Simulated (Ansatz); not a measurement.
Breaking a bond: SNa (cation, charge +1), lowest singlet found (which spin is the ground state isn't settled by this scan).

- RCCSD(T) = CCSD(T) on RHF/aug-cc-pVDZ, frozen core (Ansatz, a quantum-chemistry and plane-wave program)
- RKS-PBE = restricted PBE/aug-cc-pVDZ (Ansatz)
- RKS-BLYP = restricted BLYP/aug-cc-pVDZ (Ansatz)
- FCI = full CI/aug-cc-pVDZ, frozen core run with Ansatz

Cost and accuracy over the 22 points of the scan, with FCI as yardstick. Costs are rough ratios of core time within Ansatz on shared cores, each with its mean field (Kohn-Sham runs search longer for lower solutions than correlated ones do); the miss is the largest error against full CI of the curve after the mean shift, in kJ/mol.

### Question
Which is the cheapest of these levels that stays within 15 kJ/mol of FCI?

### Answer
RCCSD(T).

```csv
level,relative cost,largest error
RCCSD(T),1,3.5
RKS-PBE,1,30.2
RKS-BLYP,2,27.3
```

Costs within a factor of two of each other count as equal.

The restricted form behind RKS-PBE, RKS-BLYP keeps the bonding electrons paired and can't separate into open-shell fragments. Also computed but left out beside FCI, since their determinant holds another spin at the minimum (<S²> over 0.7 above the pure value): UHF, UMP2, UCCSD, UCCSD(T), UKS-BLYP, UKS-PBE, UKS-B3LYP/6-31G*, UHF/LANL2DZ, UKS-M06-2X/6-31G*, UMP2/3-21G.
